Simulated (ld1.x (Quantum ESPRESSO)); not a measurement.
# PBE RRKJ dataset for cadmium, scalar-relativistic all-electron reference.

Cd, norm-conserving RRKJ (Kleinman–Bylander form), made with ld1.x (Quantum ESPRESSO) 7.5 (PBE, scalar-relativistic). Core [Kr], reference 4d10 5s2 5p0. Waves: 5p (bound, empty): rc 2.90 bohr; 4d (bound): rc 1.65 bohr; 5s (bound): rc 2.60 bohr. Local part: the s channel. Core correction: Bessel-smoothed model core, default radius (core density twice the valence density). rho0 = 0.01.

(1) Estimate the cutoffs (Ry, on a coarse ladder) from which the occupation-weighted sum of valence levels, in a spherical-Bessel basis at the reference potential, stays within 10 and 1 mRy of its value at 400 Ry.

(2) What does a ghost test show?

(3) Which valence shell sets the plane-wave cutoff?

(4) Tests: 4d10 5s1 5p0; 4d10 5s0 5p0; 4d9 5s0 5p0; 4d10 5s0 5p2; 4d9 5s2 5p0; 4d8 5s0 5p0; 4d10 5s0 5p1. Which has the largest error in its energy relative to the reference configuration, and how large is it?

Answers

(1) 60 Ry and 70 Ry.

(2) No extra level below or beside the all-electron valence levels (p, d, s, f tested).

(3) 4d: its level needs 60 Ry to come within 1 mRy, against 18 Ry for 5s.

(4) 4d8 5s0 5p0, with -1089 meV (all-electron minus pseudo) on +118.47 eV.
